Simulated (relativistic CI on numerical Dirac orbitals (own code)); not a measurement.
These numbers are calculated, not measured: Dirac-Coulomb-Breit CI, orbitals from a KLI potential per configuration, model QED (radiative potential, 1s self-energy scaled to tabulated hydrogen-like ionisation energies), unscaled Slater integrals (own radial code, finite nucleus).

Configuration list: 1s², 1s2s, 1s2p, 1s3s, 1s3p, 1s3d, 1s4s, 1s4p, 1s4d, 1s4f, 1s5s, 1s5p, 1s5d, 1s5f, 1s5g, 1s6s, 1s6p, 1s6d. Levels of other configurations are missing.

At this charge energies of transitions that change n are usually good to better than 1 %, and those within a shell (Δn = 0) to a few per cent.

Outline of the computed level scheme of Ti XXI. Lowest level of each configuration: 1s² ¹S0 at 0.00 eV; 1s2s ³S1 at 4700.62 eV; 1s2p ³P°0 at 4724.35 eV; 1s3s ³S1 at 5566.95 eV; 1s3p ³P°0 at 5573.50 eV; 1s3d ³D2 at 5579.47 eV; 1s4s ³S1 at 5866.62 eV; 1s4p ³P°0 at 5869.32 eV; 1s4d ³D2 at 5871.81 eV.

Some strong electric-dipole decays among the lowest 27 levels: 1s2p ¹P°1 → 1s² ¹S0 (2.4e+14 s⁻¹); 1s3p ¹P°1 → 1s² ¹S0 (6.9e+13 s⁻¹); 1s4p ¹P°1 → 1s² ¹S0 (2.9e+13 s⁻¹); 1s3d ³D3 → 1s2p ³P°2 (1.3e+13 s⁻¹); 1s2p ³P°1 → 1s² ¹S0 (1.1e+13 s⁻¹); 1s3d ¹D2 → 1s2p ¹P°1 (1.1e+13 s⁻¹); 1s3d ³D2 → 1s2p ³P°1 (8.7e+12 s⁻¹); 1s3d ³D1 → 1s2p ³P°0 (7.2e+12 s⁻¹).

LS names give the leading component of a level, which can be under half, so a name can repeat, a term be missing and a line seem to break the LS rules.
